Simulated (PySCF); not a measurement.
**Correlation energy of O (oxygen, neutral)**

[He] 2s1 2p5, high-spin 3P determinant (an excited configuration). Calculation: PySCF 2.14, in def2-TZVPPD (6s4p3d1f, 40 functions); no relativity, point nucleus. Frozen: nothing; 8 electrons correlated.

MP2 pair energies summed by pair of shells (mhartree):

| pair | energy | share (%) |
| --- | --- | --- |
| 2p-2p | -150.37 | 77.8 |
| 2s-2p | -23.83 | 12.3 |
| 1s-1s | -12.81 | 6.6 |
| 1s-2p | -5.14 | 2.7 |
| 1s-2s | -1.11 | 0.6 |

Total MP2 correlation energy: -193.26 mhartree.

Same-spin part -42.09 and opposite-spin part -151.17 mhartree; SCS-MP2 scales them by 1/3 and 6/5 to -195.44 mhartree.

This basis was not built for core-valence correlation, so the inner-shell part is incomplete.
